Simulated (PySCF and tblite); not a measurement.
C5H7NSSi, numbered as in [CH2:1]=[CH:2][c:3]1[cH:4][c:5]([SiH3:6])[s:7][n:8]1.

First level. Geometries GFN2-xTB; weights from PBE0-D3(BJ)/pcSseg-1 (IEF-PCM, acetonitrile) energies and GFN2-xTB thermal corrections, with symmetry numbers and mirror pairs. Conformers within 2.5 kcal/mol (GFN2-xTB free energy) were kept, 3 at most. GIAO shieldings: PBE0/pcSseg-1 (IEF-PCM, acetonitrile). Shifts are against TMS (¹H), TMS (¹³C), TMS (²⁹Si), NH3 (¹⁵N) at the same level; of two unlike H on one atom, a is the less shielded. (PySCF 2.14, tblite 0.8.)

It gives, at 298.15 K, with 2 conformers (largest weight 67 %): ¹H: 8.08 (H4, 1H), 7.37 (H2, 1H), 6.79 (H1a, 1H), 6.18 (H1b, 1H), 4.69 (H6, 3H) ppm. ¹³C: 172.4 (C3), 169.1 (C5), 139.5 (C2), 137.0 (C4), 129.4 (C1) ppm. ²⁹Si: -82.9 (Si6) ppm. ¹⁵N: 344.4 (N8) ppm.

Second level: GFN2-xTB geometries, energies HSE06-D3(BJ)/cc-pVDZ (IEF-PCM, tetrahydrofuran), shieldings B97-D/pcSseg-1 (IEF-PCM, tetrahydrofuran), on up to 3 of the same conformers.

Task: How do the averaged shifts change?

Result: 
```tsv
signal	first	second	change (ppm)
H1a	6.79	6.53	-0.26
H1b	6.18	5.84	-0.34
H2	7.37	7.17	-0.19
H4	8.08	7.77	-0.31
H6	4.69	4.59	-0.10
C1	129.4	120.9	-8.5
C2	139.5	133.8	-5.8
C3	172.4	165.0	-7.5
C4	137.0	130.4	-6.6
C5	169.1	159.2	-9.9
Si6	-82.9	-85.4	-2.5
```

The largest weight becomes 63 %.

Unscaled ²⁹Si and ¹⁵N shifts at such levels can be off by tens of ppm; differences between conformers or isomers are more reliable. Shifts are unscaled: against experiment ¹³C can be off by 15 ppm or more and ¹H by 0.8 ppm.


¹⁵N shifts are against a computed isolated NH3 molecule, about 20 ppm from the liquid.

Conformer gaps in cc-pVDZ or pcSseg-1 on xTB geometries can be 2 kcal/mol off for S=O, P=O and other polar bonds.